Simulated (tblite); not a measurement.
Record of a relaxation.

Compound: C9H12O2.
Numbering: `[CH3:1][O:2][C@:3]12[CH:4]=[CH:5][C@H:6]([CH:7]=[CH:8]1)[C@@H:9]2[CH2:10][OH:11]` (hydrogens: H12, H13, H14 on C1; H15 on C4; H16 on C5; H17 on C6; H18 on C7; H19 on C8; H20 on C9; H21, H22 on C10; H23 on O11)

Computed with GFN2-xTB (tblite), gas phase: L-BFGS steps from a force-field or distance-geometry start until the largest atomic force falls under 0.01 eV/Å. 5 of its 70 geometries are shown.

Step 0: E = -909.2769 eV, largest atomic force 3.747 eV/Å
```
atom  x, y, z in Å  |  force x, y, z in eV/Å
C1      1.850    1.438   -1.030    0.698   0.771  -0.659
O2      0.610    0.915   -1.406    0.184   1.471  -1.299
C3      0.219   -0.133   -0.655   -0.316  -0.100  -0.263
C4      1.066   -1.335   -0.638    0.301  -3.063   2.138
C5      0.627   -2.081    0.424    2.068  -0.303  -1.833
C6     -0.474   -1.332    1.062   -0.052   0.142   0.983
C7     -1.611   -1.313    0.104   -0.669  -0.550  -1.071
C8     -1.170   -0.623   -0.943   -1.820  -0.765  -1.516
C9      0.050    0.091    0.836   -0.638   0.314   0.840
C10    -1.054    1.105    1.047   -1.648  -0.113   0.191
O11    -0.802    2.333    0.451   -0.002   1.290  -0.220
H12     2.056    2.294   -1.719   -0.266  -0.509   0.607
H13     2.641    0.701   -1.200    0.126  -0.065   0.158
H14     1.880    1.778    0.016   -0.105   0.027  -0.323
H15     1.880   -1.630   -1.269   -0.121   0.220  -0.301
H16     1.026   -3.061    0.732   -0.441   0.779  -0.179
H17    -0.701   -1.582    2.075   -0.197  -0.296   0.677
H18    -2.591   -1.773    0.241    0.614   0.103  -0.042
H19    -1.752   -0.456   -1.868    0.756   0.065   0.645
H20     0.976    0.299    1.373   -0.146   0.128   0.035
H21    -1.318    1.178    2.117    0.348   0.435  -0.035
H22    -1.983    0.712    0.544    0.672   0.260   0.884
H23    -1.427    2.502   -0.284    0.654  -0.239   0.583
```

Step 17: E = -910.2142 eV, largest atomic force 0.240 eV/Å
```
atom  x, y, z in Å  |  force x, y, z in eV/Å
C1      1.853    1.452   -1.123   -0.061   0.008   0.052
O2      0.617    0.888   -1.507   -0.032   0.148  -0.159
C3      0.178   -0.149   -0.689   -0.007   0.073  -0.102
C4      1.077   -1.377   -0.585    0.028  -0.017   0.202
C5      0.668   -2.068    0.465   -0.111   0.034   0.072
C6     -0.529   -1.338    1.062   -0.052  -0.060  -0.135
C7     -1.602   -1.416   -0.018   -0.042  -0.123   0.009
C8     -1.190   -0.709   -1.060    0.033  -0.032   0.046
C9     -0.078    0.121    0.826   -0.026   0.003   0.086
C10    -1.126    1.182    1.179   -0.100   0.051   0.078
O11    -0.863    2.468    0.668    0.078  -0.100  -0.009
H12     2.029    2.282   -1.807    0.024  -0.075   0.051
H13     2.682    0.734   -1.182   -0.134   0.028  -0.079
H14     1.791    1.822   -0.096    0.068   0.154  -0.005
H15     1.843   -1.618   -1.293    0.057   0.054  -0.045
H16     1.025   -3.010    0.824    0.044  -0.114   0.083
H17    -0.822   -1.643    2.069    0.029   0.132  -0.198
H18    -2.485   -2.014    0.074   -0.111  -0.007   0.019
H19    -1.644   -0.545   -2.017    0.001  -0.011   0.018
H20     0.837    0.362    1.365    0.174  -0.039   0.001
H21    -1.144    1.282    2.267    0.067   0.129   0.075
H22    -2.128    0.861    0.879   -0.071  -0.126  -0.156
H23    -0.995    2.459   -0.290    0.144  -0.110   0.096
```

Step 34: E = -910.2872 eV, largest atomic force 0.064 eV/Å
```
atom  x, y, z in Å  |  force x, y, z in eV/Å
C1      1.799    1.495   -1.148    0.013  -0.003   0.000
O2      0.542    0.938   -1.470   -0.009   0.034  -0.004
C3      0.154   -0.138   -0.667    0.014  -0.002  -0.018
C4      1.089   -1.343   -0.547    0.005  -0.038  -0.001
C5      0.658   -2.066    0.475   -0.010   0.020   0.027
C6     -0.563   -1.365    1.047   -0.059  -0.023  -0.010
C7     -1.623   -1.443   -0.043   -0.013   0.010   0.002
C8     -1.194   -0.723   -1.068    0.020   0.016   0.025
C9     -0.102    0.098    0.856   -0.007  -0.039   0.003
C10    -1.126    1.176    1.204   -0.003  -0.020   0.013
O11    -0.795    2.433    0.670    0.032  -0.024   0.004
H12     1.987    2.266   -1.893    0.002  -0.011  -0.010
H13     2.588    0.741   -1.191    0.051   0.009  -0.020
H14     1.798    1.948   -0.151   -0.039   0.019   0.001
H15     1.896   -1.542   -1.223    0.021  -0.005  -0.047
H16     1.037   -2.996    0.854    0.006  -0.016  -0.027
H17    -0.878   -1.681    2.036    0.020   0.045   0.038
H18    -2.524   -2.020    0.049    0.028  -0.020  -0.029
H19    -1.624   -0.554   -2.036   -0.012  -0.001   0.052
H20     0.834    0.303    1.383   -0.015   0.009   0.008
H21    -1.152    1.307    2.289   -0.034   0.027   0.027
H22    -2.125    0.865    0.869   -0.019   0.017  -0.034
H23    -0.681    2.325   -0.285    0.010  -0.002  -0.002
```

Step 52: E = -910.2927 eV, largest atomic force 0.017 eV/Å
```
atom  x, y, z in Å  |  force x, y, z in eV/Å
C1      1.797    1.506   -1.153   -0.007   0.000   0.000
O2      0.541    0.939   -1.462   -0.004  -0.001  -0.004
C3      0.155   -0.138   -0.657    0.008  -0.002  -0.005
C4      1.087   -1.347   -0.545    0.001  -0.001  -0.003
C5      0.657   -2.072    0.476    0.001  -0.005   0.000
C6     -0.563   -1.373    1.054   -0.002   0.002   0.001
C7     -1.621   -1.450   -0.034    0.000  -0.006  -0.015
C8     -1.196   -0.720   -1.054    0.005   0.008   0.000
C9     -0.105    0.091    0.867    0.007   0.002  -0.011
C10    -1.130    1.175    1.197    0.005  -0.006  -0.005
O11    -0.759    2.427    0.676    0.002   0.001   0.009
H12     1.976    2.265   -1.913   -0.001  -0.004  -0.002
H13     2.596    0.761   -1.189   -0.007  -0.001   0.004
H14     1.790    1.978   -0.165    0.000  -0.003   0.003
H15     1.886   -1.545   -1.233   -0.004   0.000   0.005
H16     1.029   -3.011    0.838    0.009   0.003  -0.002
H17    -0.873   -1.682    2.048    0.007   0.002   0.012
H18    -2.511   -2.045    0.043   -0.014   0.003   0.001
H19    -1.639   -0.539   -2.013    0.003  -0.011   0.002
H20     0.825    0.301    1.401   -0.002   0.004   0.001
H21    -1.194    1.306    2.281   -0.013  -0.002  -0.008
H22    -2.121    0.883    0.822    0.002   0.007   0.006
H23    -0.632    2.318   -0.277    0.005   0.013   0.009
```

Step 69: E = -910.2940 eV, largest atomic force 0.009 eV/Å
```
atom  x, y, z in Å  |  force x, y, z in eV/Å
C1      1.788    1.504   -1.155   -0.002  -0.004  -0.002
O2      0.534    0.934   -1.469   -0.006  -0.003  -0.002
C3      0.152   -0.143   -0.663   -0.002  -0.003  -0.003
C4      1.087   -1.349   -0.548    0.000   0.002   0.000
C5      0.661   -2.070    0.478    0.001  -0.004  -0.002
C6     -0.560   -1.371    1.056   -0.003  -0.004  -0.002
C7     -1.620   -1.456   -0.031   -0.003   0.006  -0.003
C8     -1.197   -0.732   -1.055    0.000   0.003  -0.002
C9     -0.106    0.092    0.860    0.002  -0.002  -0.003
C10    -1.132    1.175    1.190    0.000  -0.001  -0.001
O11    -0.733    2.439    0.718    0.006   0.004   0.005
H12     1.974    2.256   -1.920   -0.002   0.000   0.000
H13     2.586    0.758   -1.178    0.005  -0.004   0.000
H14     1.774    1.984   -0.171    0.007   0.003  -0.001
H15     1.883   -1.551   -1.239    0.001   0.004   0.008
H16     1.038   -3.007    0.842    0.003   0.001   0.003
H17    -0.864   -1.676    2.053   -0.001  -0.001   0.003
H18    -2.512   -2.047    0.053    0.005  -0.004  -0.001
H19    -1.639   -0.564   -2.017   -0.002   0.004   0.004
H20     0.823    0.308    1.394    0.001   0.000   0.000
H21    -1.228    1.275    2.275   -0.001   0.000   0.003
H22    -2.114    0.905    0.776   -0.006  -0.005   0.000
H23    -0.598    2.361   -0.236   -0.003   0.006  -0.005
```

Q: Summarise the path.

A: The energy falls by 98.14 kJ/mol from step 0 to step 69; nine tenths of that is first reached at step 16. It falls at every step. The largest force goes from 3.747 to 0.009 eV/Å. Among the bonds C3–C4 changes most, from 1.470 to 1.530 Å; the atoms move by 0.257 Å rms after alignment.

What follows is the cost of the whole relaxation. Time: 0.63 s. Hardware: an Arm Neoverse V1 with one thread, no GPU, shared host.
